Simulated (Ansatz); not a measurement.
C₂H₅BSn, SMILES `[BH2][SnH2][C]#C`, 9 atoms. The species carries charge 0 and has multiplicity 1. Correlated methods include outer-core shells of Sn, which these sets cover unevenly. Sn: def2 effective core potential. All runs use 2 threads of an Arm Neoverse V2 on a shared host. Correlated methods freeze the cores.

(1) Give the basis size and wall time and peak host memory of each of these runs in Ansatz. RHF-CCSD(T)/def2-TZVPP energy; RKS r2SCAN-D4/def2-TZVPP energy and forces; RHF-CCSD(T)/def2-SVP energy; RKS PBE0-D4/def2-TZVP frequencies; RKS PBE0-D4/def2-SVP energy; RKS ωB97M-V/def2-SVP energy; RKS ωB97M-V/def2-QZVPP energy; RHF-MP2/def2-QZVPP energy; RKS PBE-QIDH (frozen core)/def2-TZVPP energy; direct RPA on PBE orbitals/def2-TZVPP energy; RKS r2SCANh-D4/def2-TZVPP energy; RKS PBE0-D4/def2-QZVPP energy. (Best estimate.)

Results:

(1) Computed: Other jobs shared the machine, so times are rough.

```
                                level                job  functions  wall time  peak host memory (GiB)
                 RKS PBE0-D4/def2-SVP             energy         93      1.1 s                    0.39
                 RKS ωB97M-V/def2-SVP             energy         93      4.8 s                    0.39
             RKS r2SCAN-D4/def2-TZVPP  energy and forces        213      4.8 s                    0.25
            RKS r2SCANh-D4/def2-TZVPP             energy        213      4.8 s                    0.44
                 RHF-CCSD(T)/def2-SVP             energy         93        6 s                    0.39
RKS PBE-QIDH (frozen core)/def2-TZVPP             energy        213      6.5 s                    0.48
               RKS PBE0-D4/def2-QZVPP             energy        403        7 s                     1.1
direct RPA on PBE orbitals/def2-TZVPP             energy        213        8 s                    0.48
                   RHF-MP2/def2-QZVPP             energy        403       18 s                     1.8
               RKS ωB97M-V/def2-QZVPP             energy        403       20 s                     1.2
               RHF-CCSD(T)/def2-TZVPP             energy        213      120 s                     3.4
                RKS PBE0-D4/def2-TZVP        frequencies        173    2.3 min                     0.4
```
